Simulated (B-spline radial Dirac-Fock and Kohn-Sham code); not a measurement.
## Kr 3d5/2: cross section and angular parameters

System: the Kr atom in the configuration [Ar] 3d10 4s2 4p6; threshold 93.80 eV (tabulated edge). Method: Dirac-Hartree-Slater photoionisation with a Latter tail; cross sections with all multipoles, angular parameters from the dipole term and its interference with E2. Computed with a B-spline atomic structure program.

Input file task.json (cfg lists n, l and occupation; rrms is the nuclear radius in fm):

```json
{"items": [{
  "Z": 36,
  "q": 0,
  "cfg": [[1, 0, 2], [2, 0, 2], [2, 1, 6], [3, 0, 2], [3, 1, 6], [3, 2, 10], [4, 0, 2], [4, 1, 6]],
  "A": 84,
  "rrms": 4.1884,
  "do": "xps",
  "hv": [71.2, 75.2, 137.0, 139.0, 144.0, 150, 241.0, 345.0, 356.0, 400, 456.0, 554.0, 600, 800, 856.0, 1040.0, 1080.0, 1253.6, 1486.9, 1680.0, 2800.0, 3300.0, 4500.0, 4750.0, 6000, 6620.0, 7100.0, 9750.0, 10900.0, 15000],
  "edges": {"K": 14326.0, "L1": 1921.0, "L2": 1730.9, "L3": 1678.4, "M1": 292.8, "M2": 222.2, "M3": 214.4, "M4": 95.0, "M5": 93.8}
}]}
```

Run with: `python xray2_run.py task.json out`

```csv
hν (eV),σ (kb),β,γ,δ
137,2570,0.002,-0.011,0.008
139,2670,0.012,-0.012,0.008
144,2870,0.046,-0.014,0.009
150,3060,0.097,-0.015,0.010
241,2860,0.715,-0.007,0.019
345,1570,0.999,0.024,0.025
356,1470,1.017,0.029,0.026
400,1150,1.076,0.046,0.028
456,846,1.129,0.070,0.031
554,521,1.184,0.114,0.036
600,423,1.199,0.136,0.039
800,191,1.218,0.229,0.048
856,156,1.215,0.254,0.050
1040,87.3,1.196,0.332,0.058
1080,77.8,1.190,0.348,0.060
1253.6,?,?,?,?
1486.9,28.1,1.120,0.494,0.079
1680,18.8,1.085,0.553,0.088
2800,3.16,0.906,0.800,0.142
3300,1.73,0.844,0.874,0.167
4500,0.538,0.727,1.005,0.223
4750,0.437,0.708,1.027,0.234
6000,0.175,0.626,1.115,0.289
6620,0.118,0.593,1.150,0.315
7100,0.0893,0.570,1.175,0.335
9750,0.0243,0.471,1.271,0.438
10900,0.0152,0.438,1.297,0.479
15000,0.00392,0.348,1.340,0.615
```

Q: Give the values at Mg Kα (1253.6 eV).

A: σ = 48.8 kb, β = 1.162, γ = 0.414, δ = 0.068.
